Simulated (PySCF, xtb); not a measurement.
B(H)(F)(OEt) (C₂H₆BFO), SMILES FBOCC.

GFN2-xTB in xtb at its own geometry gives an orbital gap of 6.91 eV and a dipole moment of 2.07 D.

Geometry optimised at B3LYP-D3(BJ)/def2-SVP. The structure was generated by enumeration, and PubChem lists no compound with its InChIKey, so it may never have been made. The values are those of a single conformer.

Question: What does PBE/def2-TZVP in PySCF give? (The exact figures need the calculation; the answer reports its results.)

Answer: gap 7.15 eV (levels -7.69 and -0.54 eV), dipole 1.65 D.
